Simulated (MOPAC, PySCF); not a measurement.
C8H7ClSSi, SMILES `[SiH3]c1cc(Cl)cc2sccc12`, neutral singlet in the gas phase. 

Cartesian coordinates (Å):
```xyz
18

Si     2.5487     0.2959     0.3070
C      0.7953    -0.3556     0.1224
C      0.5492    -1.7246     0.1723
C     -0.7548    -2.2328     0.0364
Cl    -0.9977    -3.9472     0.1073
C     -1.8458    -1.3989    -0.1520
C     -1.6054    -0.0234    -0.2031
S     -2.7927     1.2237    -0.4283
C     -1.5731     2.4499    -0.3458
C     -0.3214     1.9517    -0.1568
C     -0.3030     0.5176    -0.0693
H      2.9575     1.0682    -0.9064
H      2.6529     1.2101     1.4856
H      3.4691    -0.8641     0.4930
H      1.3663    -2.4342     0.3185
H     -2.8491    -1.8140    -0.2551
H     -1.8619     3.4960    -0.4446
H      0.5662     2.5818    -0.0812
```
Charge 0, spin multiplicity 1.

All levels are single points at this geometry (PBE0-D3(BJ)/def2-SVP); Pople sets use spherical d functions. Orbital energies aren't observables, and empty levels follow the basis.

PBE0-D3(BJ)/def2-TZVP in PySCF gives gap (eV) = 5.14.

Task: Estimate the gap (eV) from each of these levels: ωB97X-D3(BJ)/def2-TZVP in PySCF; B3LYP/6-311+G** in PySCF; B3LYP/6-31G* in PySCF; B3LYP/LANL2DZ in PySCF; PBE/6-31G* in PySCF; HF/STO-3G in PySCF; PM6 in MOPAC; PM7 in MOPAC.

Result: 
| level | gap (eV) |
|---|---|
| ωB97X-D3(BJ)/def2-TZVP in PySCF | 9.12 |
| B3LYP/6-311+G** in PySCF | 4.81 |
| B3LYP/6-31G* in PySCF | 4.92 |
| B3LYP/LANL2DZ in PySCF | 4.98 |
| PBE/6-31G* in PySCF | 3.53 |
| HF/STO-3G in PySCF | 12.07 |
| PM6 in MOPAC | 7.99 |
| PM7 in MOPAC | 7.86 |
